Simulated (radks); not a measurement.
Values are calculated unless marked as measured or tabulated.
Species: Gd+. Configuration: [Xe] 4f7 5d1 6p1 (not the ground configuration). Level of theory: scalar-relativistic Kohn-Sham, SCAN, spin-unpolarised, spherical densities, finite nucleus; meta-GGA in the generalised Kohn-Sham scheme; Fermi nuclear charge, rms radius 5.1569 fm (a radial shooting solver on a logarithmic mesh with Libxc functionals).

Normalised radial functions P(r) = r R(r), r in bohr:

| r | 4d |
|---|---|
| 0.002352 | 0.0001 |
| 0.003213 | 0.0002 |
| 0.004389 | 0.0005 |
| 0.005997 | 0.0012 |
| 0.008192 | 0.0028 |
| 0.01119 | 0.0064 |
| 0.01529 | 0.0146 |
| 0.02089 | 0.0324 |
| 0.02854 | 0.0690 |
| 0.03899 | 0.1396 |
| 0.05369 | 0.2665 |
| 0.07335 | 0.4521 |
| 0.1002 | 0.6665 |
| 0.1369 | 0.7965 |
| 0.187 | 0.6543 |
| 0.2555 | 0.1085 |
| 0.349 | -0.7017 |
| 0.4768 | -1.3114 |
| 0.6514 | -1.3235 |
| 0.89 | -0.8606 |
| 1.216 | -0.3673 |
| 1.661 | -0.0970 |
| 2.287 | -0.0134 |
| 3.125 | -0.0009 |
| 4.269 | 0.0000 |
| 5.832 | 0.0000 |
| 7.968 | 0.0000 |
| 10.89 | 0.0000 |
| 14.87 | 0.0000 |

4d: eigenvalue -157.91 eV, 1 radial node at r = 0.267 bohr, <r> = 0.636 bohr, 90 % of the charge inside 0.956 bohr.
